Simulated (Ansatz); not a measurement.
## Ligand exchange: SiH(OH)2(SiH3) + Si(NH2)2(SiH3)2 → Si3H8O2 + SiH(NH2)2(SiH3)

Species: SiH(OH)2(SiH3), singlet; Si(NH2)2(SiH3)2, singlet; Si3H8O2 `O[SiH]([SiH3])O[SiH3]`, singlet; SiH(NH2)2(SiH3), singlet. The partners trade H for SiH3: O–H and Si–SiH3 bonds give way to O–SiH3 and Si–H.

Shapes, held fixed at every level: PBE0-D4/def2-TZVP. Flexible molecules stand in one conformer, not always the lowest. Programs: Ansatz 0.2.0. Electronic energies: no zero-point or thermal term.

```
               level                    kind  ΔE (kJ/mol)  less CCSD(T)/CBS estimate
   PBE-D4/def2-TZVPP                     GGA        -76.1                      +28.7
r2SCAN-D4/def2-TZVPP                meta-GGA        -97.4                       +7.4
  PBE0-D4/def2-TZVPP           global hybrid        -86.2                      +18.6
  wB97X-V/def2-TZVPP  range-separated hybrid       -102.7                       +2.1
      MP2/def2-TZVPP     perturbation theory       -110.7                       -5.9
  CCSD(T)/def2-TZVPP   coupled cluster or CI       -104.7                       +0.1
     CCSD/def2-TZVPP   coupled cluster or CI       -109.4                       -4.6
CCSD(T)/CBS estimate   coupled cluster or CI       -104.8                        0.0
```

The highest level, CCSD(T)/CBS estimate, gives ΔE = -104.8 kJ/mol; the levels span -110.7 to -76.1. The column of differences is taken from that level and isn't an error. No measured value is set beside it here. The CBS estimate extrapolates MP2 from def2-TZVPP and def2-QZVPP and adds CCSD(T) − MP2 in the triple-zeta set, cores frozen.
